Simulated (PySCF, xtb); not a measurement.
BH3OS, SMILES OBS.

Geometry optimised at TPSSh-D3(BJ)/def2-TZVP. The values are those of a single conformer.

Method: C-PCM-ωB97X/def2-SVP (PySCF).

The values are the electrostatic part of the solvation free energy, E(continuum) − E(gas) at the gas-phase geometry, in a cavity of scaled van der Waals radii (PySCF's table); cavitation and dispersion terms are not included. In vacuum the orbital gap is 12.71 eV. The dipole moment in vacuum is 2.29 D.

Computed values in water (ε = 78.36), toluene (ε = 2.37), diethylether (ε = 4.24):
```json
[
 {"solvent": "water", "ε": "78.36", "ΔG(elec) (kcal/mol)": "-6.2", "dipole (D)": "3.02", "gap (eV)": "12.69"},
 {"solvent": "toluene", "ε": "2.37", "ΔG(elec) (kcal/mol)": "-3.4", "dipole (D)": "2.67", "gap (eV)": "12.70"},
 {"solvent": "diethylether", "ε": "4.24", "ΔG(elec) (kcal/mol)": "-4.6", "dipole (D)": "2.82", "gap (eV)": "12.70"}
]
```

For comparison, GFN2-xTB/ALPB(water) (xtb, at the GFN2-xTB geometry, all terms of that model) gives -5.4 kcal/mol.
